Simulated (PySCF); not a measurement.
B3LYP has the VWN-RPA correlation part, as in Gaussian. Excitations are Tamm–Dancoff values on a coarser integration grid. The basis has no diffuse functions, so Rydberg states are missing or too high.

Cartesian coordinates (Å):
```xyz
10

N     -0.7028    -1.6078    -0.2622
Al     0.0000     0.0000     0.0000
N     -1.0565     1.4194     0.1311
N      1.7593     0.1885     0.1311
H     -0.1841    -2.4277    -0.5319
H     -1.6789    -1.8344    -0.1632
H     -2.0331     1.4366    -0.1134
H     -0.7674     2.3258     0.4608
H      2.4133    -0.5671     0.2553
H      2.2504     1.0667     0.0924
```
Charge 0, spin multiplicity 1.

Q: Estimate the LUMO, S1 excitation (TDA) and dipole moment that B3LYP-D3(BJ)/def2-TZVP run with PySCF 2.14.0 returns for this input.

A: 
| Item | Value |
|---|---|
| LUMO | -0.02 eV |
| S1 excitation (TDA) | 5.41 eV |
| dipole moment | 0.00 D |
